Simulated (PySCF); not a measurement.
Substituent effects on chemical shifts

Parent skeleton `[CH2:1]=[C:2]1[CH2:3][O:4][CH2:5][CH2:6][SiH2:7]1`; one hydrogen on atom 5 is replaced by X. Hydrogens on one atom are averaged.

All values are calculated (PySCF): structure optimised with GFN2-xTB, σ from GIAO-PBE0/pcSseg-1. No relativistic terms, no solvent, one conformer.

δ = σ(ref) − σ, references computed at the same level: TMS for 13C (σ = 186.93 ppm), 29Si (σ = 349.16 ppm), 1H (σ = 31.72 ppm); 17O (σ = 336.08 ppm) against H2O.

Parent (X = H): C1 133.3, C2 150.2, C3 82.1, O4 59.3, C5 71.2, C6 13.1, Si7 -56.8, H(C1) 5.84, H(C3) 4.35 ppm. Effects are Δδ = δ(X) − δ(H), positive for deshielding.

Known members:
```tsv
X	C1	C2	C3	O4	C5	C6	Si7	H(C1)	H(C3)
COCH3	+0.8	-1.5	-1.0	+4.3	+15.6	+3.6	+1.8	+0.08	+0.18
CN	+1.7	-2.2	-6.1	+2.8	-6.5	+4.6	-2.9	+0.13	+0.31
CHO	+0.6	-0.3	-3.4	+2.6	+12.8	-3.5	-2.2	+0.03	+0.15
N=CH2	+0.1	-0.8	-2.2	+16.5	+24.9	+7.9	+3.7	+0.05	+0.21
CH2CN	+1.0	-1.5	-0.3	+18.7	+8.5	+4.4	+1.5	+0.08	+0.14
```

Four more derivatives gave (Δδ, ppm):
```
compound    C1    C2     C3     O4     C5    C6   Si7  H(C1)  H(C3)
       1  +0.6  -0.2   +0.0   +6.8   +8.6  +3.1  +1.5  +0.05  +0.10
       2  +0.5  -1.1   -0.5  +29.6   +7.4  +8.9  +0.5  +0.06  +0.00
       3  +0.4  -1.7  -10.3  +39.1  +40.9  +5.9  -2.5  +0.08  +0.35
       4  +0.6  -0.4   -0.5   +9.9  +11.6  +0.5  +1.6  +0.06  +0.12
```

Q: Their substituents are CH2F, CH2OH, CH2SiH3, F. Which is which?

A: 1: X = CH2F (C=C1CO[C@@H](CF)C[SiH2]1); 2: X = CH2SiH3 (C=C1CO[C@H](C[SiH3])C[SiH2]1); 3: X = F (C=C1CO[C@@H](F)C[SiH2]1); 4: X = CH2OH (C=C1CO[C@@H](CO)C[SiH2]1).

Experimental scales use liquid or dissolved standards, which lie at an offset from isolated H2O (liquid H2O: subtract about 36 ppm).
